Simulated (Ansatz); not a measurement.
`[SiH3][SiH2][SiH2][SiH2][SiH2][SiH3]` + CH₃SH → `CS[SiH2][SiH3]` + `[SiH3][SiH2][SiH2][SiH3]`  (cleavage of the Si–Si bond)

Gas-phase electronic energies from Ansatz, PBE0-D4/def2-TZVP geometries. CCSD(T)/CBS is the MP2 limit (def2-TZVPP, def2-QZVPP) plus CCSD(T) − MP2 in def2-TZVPP, frozen cores. This one scheme is used for every species. DFT in def2-TZVPP. B3LYP here is the variant with VWN-RPA as its local correlation; programs differ in this. Each species was taken in one conformer, which may not be the lowest.

| level | ΔE (kJ/mol) |
| --- | --- |
| r2SCAN | -40.6 |
| B3LYP | -49.1 |
| HF/def2-TZVPP | -59.7 |
| CCSD/def2-TZVPP | -39.0 |
| MP2/def2-QZVPP | -44.7 |
| HF/CBS(def2) | -60.3 |
| MP2/CBS(def2) | -45.2 |
| CCSD/CBS(def2) | -40.6 |

Q: What does CCSD(T)/CBS give? (Best estimate.)

A: Computed: -38.0 kJ/mol. The listed levels differ from it by -2.6, -11.1, -21.7, -1.0, -6.7, -22.3, -7.2, -2.6 kJ/mol.

Largest T1 diagnostic among the species: 0.014.

In def2-TZVPP, CCSD(T) changes the Hartree–Fock value by +23.3 kJ/mol (the triples alone add +2.5 kJ/mol) and MP2 by +16.1 kJ/mol. The D4 term adds +13.4 kJ/mol with B3LYP and +8.7 kJ/mol with PBE0; it sums over pairs of atoms, weighted by their polarisabilities, and B3LYP, whose exchange is more repulsive, gets the larger term.
